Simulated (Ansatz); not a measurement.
CH2FGeN. Total charge 0; spin multiplicity 1. The bonds changed during the relaxation, so this is another structure than the one it started from. All single points use the PBE0-D4/def2-TZVP geometry.

```xyz
6

F     1.090   -0.610   -1.647
Ge    0.276    0.814   -0.996
C    -0.031   -0.187    1.380
N    -0.960   -0.643    0.866
H    -1.166    0.475   -1.580
H     0.792    0.151    1.977
```

What is the dipole moment at r2SCAN/def2-TZVPP? (Best estimate.)

Ansatz gave: 3.59 D, with components (0.95, 1.93, 2.87) D in this frame, pointing from negative to positive charge.

And with PBE, B3LYP, ωB97M-V? (An estimate is asked.)

Ansatz gave: PBE 3.49 D, B3LYP 3.76 D, ωB97M-V 3.78 D.

Give the Mulliken charges with r2SCAN, B3LYP, PBE in def2-TZVPP. (Best estimate.)

Computed: 
```
atom  r2SCAN  B3LYP    PBE
  F1   -0.39  -0.40  -0.35
 Ge2    0.39   0.41   0.36
  C3   -0.14  -0.24  -0.27
  N4   -0.01   0.06   0.10
  H5   -0.07  -0.06  -0.05
  H6    0.21   0.23   0.21
```

B3LYP here is the variant with VWN-RPA as its local correlation; programs differ in this.
